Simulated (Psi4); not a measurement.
Pair of molecules, SMILES N with SMILES F (the first has 4 atoms); geometry from B3LYP-D3(BJ)/def2-TZVP, rigid monomers moved along the line of their centres of mass till N1···H6 is 1.93 Å.
(charge 0, multiplicity 1):
| atom | x (Å) | y (Å) | z (Å) |
|---|---|---|---|
| N | 0.0382 | 0.1766 | 0.3049 |
| H | -0.2387 | -0.7405 | -0.0275 |
| H | -0.6002 | 0.8572 | -0.0915 |
| H | 0.9652 | 0.3718 | -0.0566 |
| F | 0.0075 | 0.2854 | 3.1920 |
| H | 0.0177 | 0.2492 | 2.2306 |

Calculation: SAPT0/jun-cc-pV(D+d)Z (Psi4 1.11).

Problem. Which attractive term is largest, and how does the interaction split up?

Solution. electrostatics -16.15, exchange 10.05, induction -5.30, dispersion -1.63, total -13.02 kcal/mol; the largest attraction is electrostatics.
